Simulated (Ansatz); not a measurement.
`O[SiH2]/C=C/[SeH]` + `OC1CC1` → `OC1([SeH])CC1` + `C=C[SiH2]O`  (formal exchange of groups at the Se–C bond)

Isolated molecules relaxed with PBE0-D4/def2-TZVP in Ansatz; ΔE leaves out vibrations. CCSD(T)/CBS adds triple-zeta CCSD(T) − MP2 to the extrapolated MP2 energy (def2 sets, frozen cores). Functionals use def2-TZVPP. For Se outer-core shells are correlated without core-valence functions, which leaves a few kJ/mol of doubt a bond. Scalar relativity is left out up to krypton. Each species was taken in one conformer, which may not be the lowest.

| level | ΔE (kJ/mol) |
| --- | --- |
| PBE0 | 7.8 |
| MP2/def2-QZVPP | 1.4 |

(1) What does CCSD(T)/CBS give? (Estimate.)

Largest T1 diagnostic among the species: 0.011.

Results:

(1) Ansatz gave: +0.1 kJ/mol. The listed levels differ from it by 7.7, 1.3 kJ/mol.

In def2-TZVPP, CCSD(T) changes the Hartree–Fock value by −4.1 kJ/mol (the triples alone add −0.8 kJ/mol) and MP2 by −3.3 kJ/mol. The D4 term adds −4.3 kJ/mol with B3LYP and −2.1 kJ/mol with PBE0; it sums over pairs of atoms, weighted by their polarisabilities, and B3LYP, whose exchange is more repulsive, gets the larger term.

B3LYP here is the variant with VWN-RPA as its local correlation; programs differ in this.
